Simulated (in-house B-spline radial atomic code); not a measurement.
## RPA and G0W0 on BLYP: the magnesium ion Mg⁵⁺

Configuration [He] 2s2 2p3, highest spin, mean-field start BLYP. Computed with an all-electron radial atomic-structure program (B-spline basis): all electrons, scalar-relativistic (spin-free one-electron X2C), finite nucleus, each spin shell either full or empty, empty states to l = 9 with an (l + 1/2)⁻⁴ tail; G0W0 by contour deformation at full frequency.

Command:
```bash
python run_gw.py task.json out
```
Settings (radii: box in bohr, nucleus in fm):
```
Z                        12
electrons                7
configuration            [He] 2s2 2p3
hamiltonian              x2c
method                   b88,lyp
lmax                     9
rms_radius               3.057
spin_polarised           True
box_radius               10.43
intervals                69
```

Time taken, with all properties: 1.9 s on 1 thread of Arm Neoverse N1, with other jobs on the host.

Energies (hartree):

```tsv
term	value
mean-field total	-187.38119
Hartree-Fock functional on these orbitals	-187.16757
direct second order	-0.43035
second-order exchange	0.20817
SOSEX correction	0.18568
```

(1) What is the RPA correlation energy, and what remains with SOSEX?

Quasi-particle levels (eV):

| level | occupied | mean field | Σx - vxc | Σc | QP weight | G0W0 |
| --- | --- | --- | --- | --- | --- | --- |
| 2p up | yes | -168.74 | -19.62 | ? | ? | ? |
| 2s down | yes | -188.21 | -12.00 | -2.73 | 0.965 | -202.95 |
| 1s down | yes | -1402.73 | -73.69 | 18.58 | 0.865 | -1457.83 |
| 2p down | no | -157.28 | 20.34 | -4.41 | 0.971 | -141.36 |

G0W0 = mean field + (Σx - vxc) + Σc, with Σc (partial-wave tail included) taken at the quasi-particle energy. Levels of low weight are left out.

(2) Where does G0W0 put 2p up?

Answers

(1) RPA gives -0.38227 hartree (-1.49 eV per electron); RPA + SOSEX gives -0.19659, and the second-order doubles -0.22218 hartree (no singles). SOSEX takes back 49 % of the RPA value.

(2) At -186.46 eV, with Σc = 1.90 eV and a quasi-particle weight of 0.960. The tabulated removal energy is 186.76 ± 0.06 eV (NIST, semi-empirical); the calculation leaves out spin-orbit coupling, Breit and QED terms, and what these don't explain is the method's own error.
